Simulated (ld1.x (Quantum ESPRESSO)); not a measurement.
LDA (PZ) RRKJ dataset for palladium, fully relativistic all-electron reference.

```
Element                 : Pd (Z = 46)
Generator               : ld1.x (Quantum ESPRESSO) 7.5
Type                    : norm-conserving RRKJ (Kleinman–Bylander form)
Functional              : LDA (PZ)
Relativity              : fully relativistic
Frozen core             : [Ar] 3d10
Valence charge          : 18
Reference configuration : 4s2 4p6 4d8 5s0 5p0 (charge +2)
Partial waves           : 4s (bound): rc 1.10 bohr; 4p (bound): rc 1.56 bohr; 4d (bound): rc 1.20 bohr
Local potential         : the d channel
Core correction         : a·sin(br)/r model core, default radius (core density twice the valence density)
rho0                    : 0.001
```

Open shells are filled in proportion to 2j + 1 (rel_dist='average').

(1) What does a ghost test show?

(2) Tests: 4s2 4p6 4d10 5s0 5p0; 4s2 4p6 4d9 5s0 5p0; 4s2 4p6 4d7 5s0 5p0; 4s2 4p6 4d9 5s0 5p1; 4s2 4p6 4d8 5s1 5p0; 4s2 4p6 4d6 5s0 5p0; 4s2 4p6 4d9.5 5s0 5p0. Which has the largest error in its energy relative to the reference configuration, and how large is it?

Results:

(1) No extra level below or beside the all-electron valence levels (s, p1/2, p3/2, d3/2, d5/2, f tested).

(2) 4s2 4p6 4d6 5s0 5p0, with +29 meV (all-electron minus pseudo) on +84.14 eV.
